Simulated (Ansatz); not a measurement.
Total energies of C2H9InN2OSi (`NC([SiH3])[N]1C[O][InH]1`).

```xyz
16

N    -1.165   -0.082    0.839
C    -0.488   -0.071   -0.514
Si   -0.662    1.607   -1.371
N     0.926   -0.257   -0.363
C     1.309   -1.622    0.012
O     1.353   -1.735    1.420
In    1.035    0.254    1.716
H    -2.025    0.458    0.870
H    -1.387   -1.033    1.120
H    -0.931   -0.856   -1.147
H    -0.156    1.514   -2.759
H     0.118    2.602   -0.585
H    -2.086    2.063   -1.393
H     2.300   -1.844   -0.409
H     0.592   -2.345   -0.416
H     1.266    1.346    2.982
```

Total charge 0; spin multiplicity 1. Correlated methods include outer-core shells of In, which these sets cover unevenly. In: def2 effective core potential. The structure was optimised at the PBE0-D4/def2-TZVP level. It is one conformer, not always the lowest. Basis def2-TZVPP, Ansatz.

RPA on PBE orbitals: Hartree–Fock energy of these orbitals -742.83974 Eh, correlation -2.25236 Eh (frozen core).

| functional | energy without D4 (Eh) | D4 term (kJ/mol) |
| --- | --- | --- |
| LDA (SPW92) | -742.42188 | – |
| PBE | -745.59982 | -47.0 |
| revPBE | -745.96834 | -135.9 |
| BLYP | -745.92082 | -101.7 |
| r2SCAN | -745.96949 | -11.7 |
| PBE0 | -745.64008 | -40.0 |
| B3LYP | -746.15402 | -75.7 |
| r2SCANh | -745.93791 | -12.5 |
| r2SCAN0 | -745.89291 | -13.9 |
| HSE06 (plane-wave form) | -745.61845 | -37.5 |
| BHLYP | -745.82381 | -60.6 |
| ωB97X-V | -745.92470 | – |
| ωB97M-V | -745.89151 | – |
| B2PLYP | -745.52287 | – |

(1) Give the same for B97M-V, CAM-B3LYP, LC-ωPBE, PBE-QIDH. (Estimate.)

B3LYP takes the VWN-RPA correlation (the form of Gaussian; ORCA's B3LYP/G). HSE06 is the plane-wave form, built on full-range PBE exchange. The double hybrids freeze the cores in their second-order part.

## Answers

(1) Ansatz gave: 
```
functional  energy without D4 (Eh)  D4 term (kJ/mol)
    B97M-V              -745.95910                 –
 CAM-B3LYP              -745.93133             -40.9
   LC-ωPBE              -745.84571                 –
  PBE-QIDH              -745.31809                 –
```

LC-ωPBE has ω = 0.4 bohr⁻¹.
